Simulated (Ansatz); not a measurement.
Start from `[F][Ti]([F])([SH])[Cl]` and change one element to get `[F][Hf]([F])([SH])[Cl]`.

Ansatz, PBE0-D4/def2-TZVP geometries, multiplicity 1. Each molecule was computed in one conformer, which needn't be the lowest.

Elements past krypton have def2 core potentials. Scalar relativity is left out up to krypton.

```json
{"property": "LUMO energy (PBE0/def2-TZVPP) / eV", "`[F][Ti]([F])([SH])[Cl]`": "-3.28"}
{"property": "ideal-gas entropy at 298 K and 1 bar (rigid rotor, harmonic PBE0-D4/def2-TZVP) / J/(mol·K)", "`[F][Ti]([F])([SH])[Cl]`": "367"}
{"property": "size of the dipole moment (B3LYP/def2-TZVPP) / D", "`[F][Ti]([F])([SH])[Cl]`": "1.11"}
{"property": "HOMO energy (ωB97M-V/def2-TZVPP) / eV", "`[F][Ti]([F])([SH])[Cl]`": "-10.52"}
{"property": "zero-point energy (PBE0-D4/def2-TZVP) / kJ/mol", "`[F][Ti]([F])([SH])[Cl]`": "39.9"}
{"property": "size of the dipole moment (PBE/def2-TZVPP) / D", "`[F][Ti]([F])([SH])[Cl]`": "1.02"}
```

What does the change do to each property? (Estimate.)

The calculation gave: 
| property | `[F][Hf]([F])([SH])[Cl]` | shift |
| --- | --- | --- |
| LUMO energy (PBE0/def2-TZVPP) / eV | -1.59 | 1.69 |
| ideal-gas entropy at 298 K and 1 bar (rigid rotor, harmonic PBE0-D4/def2-TZVP) / J/(mol·K) | 392 | 25 |
| size of the dipole moment (B3LYP/def2-TZVPP) / D | 0.75 | -0.36 |
| HOMO energy (ωB97M-V/def2-TZVPP) / eV | -10.38 | 0.14 |
| zero-point energy (PBE0-D4/def2-TZVP) / kJ/mol | 36.1 | -3.8 |
| size of the dipole moment (PBE/def2-TZVPP) / D | 0.74 | -0.28 |

With PBE0 the HOMO rises by 0.17 eV and the LUMO rises by 1.69 eV, so the gap widens by about 1.52 eV. PBE moves the HOMO by 0.17 eV and ωB97M-V by 0.14 eV. Dipoles are sizes alone; their direction can turn.

B3LYP here is the variant with VWN-RPA as its local correlation; programs differ in this.
